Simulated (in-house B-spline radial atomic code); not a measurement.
**The magnesium ion Mg⁵⁺: [He] 2s2 2p3**

Method: non-relativistic AM05, spin-polarised, spherical fractional occupations, point nucleus. Calculated with a radial B-spline atomic code at the basis-set limit.

Effective charges: Z_r = [3n² - l(l+1)]/(2<r>) from the radius, Z_e = n√(-2ε) from the energy, and Slater's rules. Values are occupation-weighted means over spin.

| shell | electrons | ε (eV) | <r> (bohr) | Z_r | Z_e | Slater |
| --- | --- | --- | --- | --- | --- | --- |
| 1s | 2 | -1396 | 0.131 | 11.45 | 10.13 | 11.70 |
| 2s | 2 | -192.31 | 0.6324 | 9.49 | 7.52 | 8.90 |
| 2p | 3 | -168.48 | 0.5698 | 8.78 | 7.04 | 8.90 |

The least bound orbital is 2p up at -168.5 eV, while the most diffuse is 2s down (<r> = 0.639 bohr against 0.5698 bohr): energy order and size order differ.
